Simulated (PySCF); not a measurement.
# Correlation energy of As⁺ (arsenic, charge +1)

[Ar] 3d10 4s1 4p2 4d1, one real determinant (an excited configuration). Calculation: PySCF 2.14, in dyall-av2z (16s12p8d, 92 functions); no relativity, point nucleus. Frozen: [Ar] 3d10; 4 electrons correlated; the 34 highest virtual orbitals of each spin left out.

MP2 pair energies summed by pair of shells (mhartree):

```tsv
pair	energy	share (%)
4p-4p	-4.67	36.3
4p-4d	-4.28	33.3
4s-4p	-2.87	22.4
4s-4d	-1.03	8.0
```

Total MP2 correlation energy: -12.85 mhartree.

Same-spin part -12.85 and opposite-spin part 0.00 mhartree; SCS-MP2 scales them by 1/3 and 6/5 to -4.28 mhartree.

The reference is one real determinant that mixes LS terms of this configuration.
